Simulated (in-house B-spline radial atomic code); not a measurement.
# How G0W0 and RPA depend on the start: S VI (S5+)

Configuration [Ne] 3s1, highest spin. Computed with a B-spline radial code for spherical atoms: all electrons, scalar-relativistic (spin-free one-electron X2C), finite nucleus, each spin shell either full or empty, empty states to l = 9 with an (l + 1/2)⁻⁴ tail; G0W0 by contour deformation at full frequency.

```json
{"start": "Hartree-Fock", "mean-field 3s up (eV)": "-87.62", "G0W0 (eV)": "-88.87", "QP weight": "0.984", "RPA correlation (Eh)": "-0.60823"}
{"start": "LDA VWN5", "mean-field 3s up (eV)": "-81.95", "G0W0 (eV)": "-89.30", "QP weight": "0.968", "RPA correlation (Eh)": "-0.6719"}
{"start": "PBE", "mean-field 3s up (eV)": "-81.85", "G0W0 (eV)": "-89.25", "QP weight": "0.968", "RPA correlation (Eh)": "-0.67076"}
{"start": "PBE0", "mean-field 3s up (eV)": "-83.42", "G0W0 (eV)": "-89.13", "QP weight": "0.974", "RPA correlation (Eh)": "-0.65263"}
{"start": "r2SCAN", "mean-field 3s up (eV)": "-82.16", "G0W0 (eV)": "-89.19", "QP weight": "0.970", "RPA correlation (Eh)": "-0.65954"}
{"start": "HSE06", "mean-field 3s up (eV)": "-83.07", "G0W0 (eV)": "-89.16", "QP weight": "0.973", "RPA correlation (Eh)": "-0.65443"}
{"start": "B3LYP (VWN-RPA)", "mean-field 3s up (eV)": "-83.36", "G0W0 (eV)": "-89.17", "QP weight": "0.973", "RPA correlation (Eh)": "-0.65672"}
{"start": "SCAN", "mean-field 3s up (eV)": "-82.22", "G0W0 (eV)": "-89.19", "QP weight": "0.970", "RPA correlation (Eh)": "-0.65921"}
{"start": "TPSS", "mean-field 3s up (eV)": "-81.82", "G0W0 (eV)": "-89.23", "QP weight": "0.969", "RPA correlation (Eh)": "-0.66665"}
{"start": "BHandHLYP", "mean-field 3s up (eV)": "-85.07", "G0W0 (eV)": "-89.04", "QP weight": "0.978", "RPA correlation (Eh)": "-0.63701"}
{"start": "CAM-B3LYP", "mean-field 3s up (eV)": "-85.20", "G0W0 (eV)": "-89.09", "QP weight": "0.977", "RPA correlation (Eh)": "-0.64942"}
{"start": "LC-wPBE", "mean-field 3s up (eV)": "-86.73", "G0W0 (eV)": "-89.06", "QP weight": "0.980", "RPA correlation (Eh)": "-0.64999"}
{"start": "wB97X", "mean-field 3s up (eV)": "-85.83", "G0W0 (eV)": "-89.01", "QP weight": "0.980", "RPA correlation (Eh)": "-0.64552"}
{"start": "PBEsol", "mean-field 3s up (eV)": "-81.76", "G0W0 (eV)": "?", "QP weight": "?", "RPA correlation (Eh)": "?"}
{"start": "BLYP", "mean-field 3s up (eV)": "-81.97", "G0W0 (eV)": "-89.26", "QP weight": "0.968", "RPA correlation (Eh)": "-0.67143"}
{"start": "r2SCAN0", "mean-field 3s up (eV)": "-83.67", "G0W0 (eV)": "?", "QP weight": "?", "RPA correlation (Eh)": "?"}
{"start": "LDA exchange-only", "mean-field 3s up (eV)": "-80.98", "G0W0 (eV)": "-89.30", "QP weight": "0.969", "RPA correlation (Eh)": "-0.67166"}
```

(1) What G0W0 level, weight and RPA correlation energy follow from the PBEsol start?

(2) What G0W0 level, weight and RPA correlation energy follow from the r2SCAN0 start?

(3) How much of the dependence on the start does G0W0 remove?

## Answers

(1) G0W0 level -89.27 eV, weight 0.968, RPA correlation -0.6709 hartree.

(2) G0W0 level -89.10 eV, weight 0.975, RPA correlation -0.64527 hartree.

(3) The mean-field levels span 6.64 eV and the G0W0 levels 0.438 eV. Against 88.053 eV (NIST, measured) the G0W0 removal energies are off by +0.81 to +1.25 eV, with spin-orbit coupling, Breit and QED terms left out.
